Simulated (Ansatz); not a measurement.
Start from `C[SiH](F)C#N` and change one atom or group to get `C[SiH](F)CCl`.

Ansatz, PBE0-D4/def2-TZVP geometries, multiplicity 1. Each molecule was computed in one conformer, which needn't be the lowest.

```csv
property,`C[SiH](F)C#N`
HOMO energy (ωB97M-V/def2-TZVPP) / eV,-11.97
HOMO energy (PBE0/def2-TZVPP) / eV,-9.71
LUMO energy (PBE/def2-TZVPP) / eV,-1.99
size of the dipole moment (PBE/def2-TZVPP) / D,3.72
HOMO energy (B3LYP/def2-TZVPP) / eV,-9.48
HOMO energy (PBE/def2-TZVPP) / eV,-8.33
```

What does the change do to each property? (An estimate is asked.)

The calculation gave: 
```
                                      property  `C[SiH](F)CCl`  shift
         HOMO energy (ωB97M-V/def2-TZVPP) / eV          -10.46   1.51
            HOMO energy (PBE0/def2-TZVPP) / eV           -8.21   1.50
             LUMO energy (PBE/def2-TZVPP) / eV           -0.90   1.09
size of the dipole moment (PBE/def2-TZVPP) / D            0.80  -2.92
           HOMO energy (B3LYP/def2-TZVPP) / eV           -7.97   1.51
             HOMO energy (PBE/def2-TZVPP) / eV           -6.84   1.49
```

With PBE0 the HOMO rises by 1.50 eV and the LUMO rises by 1.16 eV, so the gap narrows by about 0.34 eV. PBE moves the HOMO by 1.49 eV and ωB97M-V by 1.51 eV. Dipoles are sizes alone; their direction can turn.

B3LYP here is the variant with VWN-RPA as its local correlation; programs differ in this.
